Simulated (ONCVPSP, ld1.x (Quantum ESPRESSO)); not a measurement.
# Hardness and transferability of assorted potentials

Generated with ld1.x 7.5 (TM, RRKJ, ultrasoft, PAW), atompaw 4.2 or ONCVPSP 4.0.1. The cutoff is in Ry: for ld1.x and atompaw files where the sum of valence levels is converged to 10 mRy in a Bessel basis, for ONCV files where the hardest occupied wave has 1 mHa per electron of residual kinetic energy. The error is the largest all-electron minus pseudo excitation energy over each file’s own four to seven test configurations (ionisations up to +4, promotions, holes and added fractions of an electron), all of which were solved. The labels leave out finer settings (local radius, basis sizes, second energies), which also bear on the numbers. Spin-polarised tests are not counted. The rows are a selection from randomly drawn settings: files with unsolved tests, undetermined cutoffs or missed reference levels are left out.

A true bound ghost makes a file unfit for plane-wave use even where its test errors are small: the radial tests pick states by their node count and pass the ghost by.

| element | potential | cutoff (Ry) | largest error (meV) | bound ghosts |
| --- | --- | --- | --- | --- |
| Ne | ONCV, PBEsol, scalar-relativistic, rc 0.80/1.65/1.60 (spd), local smoothed, core correction yes, reference 2s2 2p6, qcut 9.8/8.5/5.6, projectors 2/2/3 | 100 | +2884 | none |
| Ga | TM, PBE, scalar-relativistic, rc 1.55/2.05/2.15 (spd), local smoothed, core correction yes, reference 4s2 4p1 | 15 | -168 | d |
| Nb | ONCV, Wu-Cohen, scalar-relativistic, rc 1.75/1.60/1.60 (spd), local smoothed, core correction yes, reference 4s2 4p6 4d3 5s2, qcut 6.6/10.4/6, projectors 3/2/1 | 56 | -15 | none |
| Ba | ONCV, PBE, scalar-relativistic, rc 3.10/2.90/3.20 (spd), local smoothed, core correction yes, reference 5s2 5p6 6s2, qcut 3.1/5.1/3.5, projectors 2/3/3 | 14 | -6.4 | none |
| Tm | ONCV, LDA (Perdew-Zunger), fully relativistic, rc 1.74/1.34/2.34 (spd), local smoothed, core correction no, reference 5s2 5p6 5d1 6s1, qcut 6.8/6.7/6.3, projectors 3/2/1 | 46 | -316 | none |
| Au | ONCV, PBE, scalar-relativistic, rc 1.40/1.30/2.10 (spd), local smoothed, core correction no, reference 5s2 5p6 5d10 6s1, qcut 8.1/11.7/6.9, projectors 2/2/2 | 89 | +11 | none |

Question: Fill in the row for W: PAW, BP86, scalar-relativistic, rc 2.75/3.55/2.45 (spd), local smoothed, core correction yes, reference 5d4 6s1.75 6p0.25.

Answer: cutoff 18 Ry, largest error -31 meV, bound ghosts: none.

Question: Fill in the row for Bi: TM, LDA (PZ), scalar-relativistic, rc 1.95/2.20/1.65 (spd), local p, core correction no, reference 5d10 6s2 6p3.

Answer: cutoff 60 Ry, largest error -212 meV, bound ghosts: none.
